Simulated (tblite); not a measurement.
Species: C₆H₁₄NP.
SMILES with atom numbers: `[CH2:1]=[CH:2][P:3]([NH2:4])[CH2:5][CH2:6][CH2:7][CH3:8]` (hydrogens: H9, H10 on C1; H11 on C2; H12, H13 on N4; H14, H15 on C5; H16, H17 on C6; H18, H19 on C7; H20, H21, H22 on C8)

Structure used (GFN2-xTB), in Å, numbered top down from 1:
```xyz
22
C6H14NP angstrom
C      3.896   -0.620   -0.608
C      2.996   -0.138    0.232
P      1.626    0.951   -0.284
N      1.390    1.657    1.277
C      0.280   -0.333   -0.132
C     -1.103    0.253   -0.399
C     -2.196   -0.811   -0.329
C     -3.577   -0.219   -0.580
H      3.862   -0.388   -1.660
H      4.696   -1.270   -0.288
H      3.032   -0.350    1.295
H      2.121    2.340    1.461
H      0.505    2.156    1.309
H      0.332   -0.767    0.870
H      0.498   -1.115   -0.865
H     -1.320    1.032    0.336
H     -1.112    0.719   -1.388
H     -2.175   -1.283    0.656
H     -1.992   -1.586   -1.072
H     -3.815    0.530    0.173
H     -4.339   -0.994   -0.546
H     -3.615    0.257   -1.558
```

Calculated harmonic vibrations of the isolated species, GFN2-xTB (tblite), most abundant isotopes, no scaling. This tight-binding method is rough: wavenumbers can miss measured ones by several per cent, in bad cases by 10 to 20. One conformer, not necessarily the lowest.

Harmonic wavenumbers (cm⁻¹): 42.0, 46.8, 69.8, 104.8, 121.1, 183.6, 195.0, 230.8, 232.1, 272.1, 318.6, 378.0, 402.4, 541.9, 700.1, 726.4, 750.2, 781.4, 802.3, 862.1, 896.0, 900.8, 935.8, 945.1, 999.8, 1005.6, 1030.5, 1068.0, 1099.2, 1114.8, 1203.3, 1211.0, 1215.7, 1261.6, 1283.1, 1304.7, 1363.4, 1398.9, 1415.9, 1435.8, 1489.9, 1494.0, 1497.5, 1504.6, 1507.0, 1667.1, 2939.4, 2949.9, 2955.5, 2968.8, 2970.7, 2981.2, 3011.8, 3028.5, 3032.7, 3038.3, 3079.2, 3107.7, 3359.1, 3377.6.

A = 3616, B = 686.0, C = 617.0 MHz; mass 131.086 u (most abundant isotopes); point group C1, symmetry number 1.

Question: Zero-point energy?

Answer: ½Σν̃ = 41406 cm⁻¹ = 495.32 kJ/mol.

Question: What is S at 298.15 K and 1 bar for an ideal gas of classical rigid rotors and harmonic oscillators?

Answer: Translation 169.67, rotation 124.39, vibration 155.36: S = 449.4 J/(mol K).

Question: And Cp and H(298.15 K) − H(0)?

Answer: Cp = 177.96 J/(mol K), of which vibrations give 144.70 (their classical limit is 60 R = 498.9); H(298.15 K) − H(0) = 33.11 kJ/mol without the zero-point energy, 23.19 from vibrations.

Question: Blend soft modes into free rotors: weight 1/[1 + (100 cm⁻¹/ν̃)⁴] for the oscillator and the rest for a rotor with moment μB/(μ + B), μ = h/(8π²ν), B = 10⁻⁴⁴ kg m². What vibrational entropy results?

Answer: 139.43 J/(mol K) in place of 155.36, which changes −T·S at 298.15 K by +4.75 kJ/mol.

Question: What must be added to the electronic energy to get the Gibbs energy at 298.15 K and 1 bar?

Answer: ZPE + [H(298.15 K) − H(0)] − T·S = 495.32 + 33.11 − 133.99 = 394.44 kJ/mol.

Question: How do the functions run with temperature in this model?

Answer: 
```csv
T (K),S (J/(mol K)),Cp (J/(mol K)),H − H(0) (kJ/mol),G − H(0) (kJ/mol),ln q(vib)
50,255.7,64.6,2.34,-10.44,0.89
100,309.8,93.5,6.33,-24.65,2.65
373.15,493.1,212.2,47.75,-136.24,11.65
500,562.6,264.0,78.06,-203.25,15.46
750,684.7,338.2,153.98,-359.57,22.61
1000,789.3,388.2,245.16,-544.16,29.24
```

q(vib) and H(0) count from the zero-point level.

Hindered rotation and anharmonicity are outside this model. Other conformers, if any are populated, would add a mixing term that is left out. The structure is chiral; the term R ln 2 for an equal mix with its mirror image is left out.
